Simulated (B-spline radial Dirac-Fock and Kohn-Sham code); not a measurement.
K-line shifts caused by a second vacancy in Ba⁶⁺

System: barium as Ba⁶⁺, configuration 1s2 2s2 2p6 3s2 3p6 3d10 4s2 4p6 4d10 5s2 5p2.

Input of the calculation (task.json; shells as n, l, electrons):

```json
{"items": [{
  "Z": 56,
  "q": 6,
  "cfg": [[1, 0, 2], [2, 0, 2], [2, 1, 6], [3, 0, 2], [3, 1, 6], [3, 2, 10], [4, 0, 2], [4, 1, 6], [4, 2, 10], [5, 0, 2], [5, 1, 2]],
  "A": 138,
  "rrms": 4.8378,
  "do": ["binding", "quiet", "double"]
}]}
```

Command: `python xray_run.py task.json out`

Method: relaxed Dirac-Fock hole states (ΔSCF) with Breit and QED corrections and a finite nucleus. Computed with a B-spline atomic structure program. Each two-hole energy is an average over J within one jj subconfiguration, not an observable level; in light atoms, where LS coupling holds, the j-resolved values are not observed lines, and for a K spectator the Kα1 hypersatellite is nearly forbidden. Correlation energy is missing from these numbers.

Lines without a spectator: Kα2 (K-L2) 31814.8 eV, Kα1 (K-L3) 32191.8 eV, Kβ3 (K-M2) 36300.2 eV, Kβ1 (K-M3) 36374.6 eV. Shifts in eV with one spectator hole (a dash: not computed, or left out as unreliable):

```
spectator hole     Kα2     Kα1     Kβ3     Kβ1
        K (1s)  +665.6  +692.8  +852.9  +858.9
    L2 (2p1/2)   +76.2   +97.5       –  +201.8
    L3 (2p3/2)   +70.3   +71.9  +172.4       –
    M2 (3p1/2)       –  +12.33  +27.03   +32.6
    M3 (3p3/2)   +8.44       –  +26.56  +26.17
    M4 (3d3/2)   +1.92   -1.12       –       –
    M5 (3d5/2)   -1.83   +0.57       –       –
```

Run: 40 s of CPU time on 1 thread of Intel(R) Xeon(R) Platinum 8488C (shared host), peak memory 0.46 GiB.
